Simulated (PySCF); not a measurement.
CaCl$_{2}$, singlet, geometry from GFN2-xTB (such geometries of metal compounds can be far from the true shape), atoms displaced at random by about 0.05 Å a coordinate. Base run: PBE0/STO-3G (PySCF).

PySCF was given this input:
```python
from pyscf import gto, scf, dft
from pyscf.geomopt import geometric_solver

mol = gto.M(
    atom='''
Ca    0.23766353   -0.73820173    0.09794384
Cl    1.31294608    0.83044828   -1.41888813
Cl   -1.49037249    0.05656191    1.41307667
''',
    basis='sto-3g',
    verbose=3,
)

def method(m):
    mf = dft.RKS(m)
    mf.xc = 'pbe0'
    return mf

conv, mol_eq = geometric_solver.kernel(method(mol), maxsteps=100)
print('optimisation converged:', conv)
print(mol_eq.tostring(format='xyz'))
mf = method(mol_eq)
mf.kernel()
```

Variants of this job, named by their change:

| change | ΔE vs base (µEh) | optimiser steps | core-seconds (rough) |
|---|---|---|---|
| base | 0.0 | 12 | 40 |
| coordsys = prim | 6.7 | 9 | 20 |
| coordsys = hdlc | 7.9 | 14 | 40 |
| convergence_set = TURBOMOLE | 0.2 | 13 | 30 |
| trust = 0.5 | 1.2 | 13 | 40 |
| convergence_set = GAU_TIGHT | 0.6 | 71 | 100 |
| coordsys = dlc | 6.7 | 9 | 20 |
